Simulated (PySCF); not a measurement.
Gas-phase reaction: 2 SnO + O₂ = 2 SnO₂

Computed with PySCF and rigid-rotor harmonic-oscillator thermochemistry at 1 bar. † marks an energy on the PBE0/def2-TZVP geometry and frequencies; other levels use their own. Open shells (unrestricted): O₂ (multiplicity 3); the rest are closed-shell singlets. Sn: scalar-relativistic def2 core potential, no spin-orbit coupling. SnO₂: computed as isolated molecules; such fragments, hydroxides, amides, oligomers or adducts are transient or little studied in the gas. The harmonic model lacks anharmonicity and excited electronic states, which grow with temperature; levels with a mode under 35 cm⁻¹ are left out.

| level | ΔE electronic, kJ | ΔH°(298 K), kJ | ΔS°(298 K), J/K | ΔG°(800 K), kJ |
|---|---|---|---|---|
| HF/def2-TZVP† | 203 | 205 | -157 | 327 |
| M06-2X/def2-TZVP† | 21 | 23 | -157 | 145 |
| PBE/def2-SVP | 94 | 96 | -153 | 214 |
| PBE/def2-TZVP† | 12 | 14 | -157 | 137 |
| PBE0/def2-QZVP† | 45 | 47 | -157 | 169 |
| PBE0/def2-TZVP | 52 | 54 | -157 | 177 |
| LDA/def2-TZVP† | -24 | -22 | -157 | 101 |
| ωB97M-V/def2-TZVP† | 56 | 58 | -157 | 181 |
ΔH° is lowest at LDA/def2-TZVP† and highest at HF/def2-TZVP†. No reference value is set beside these.
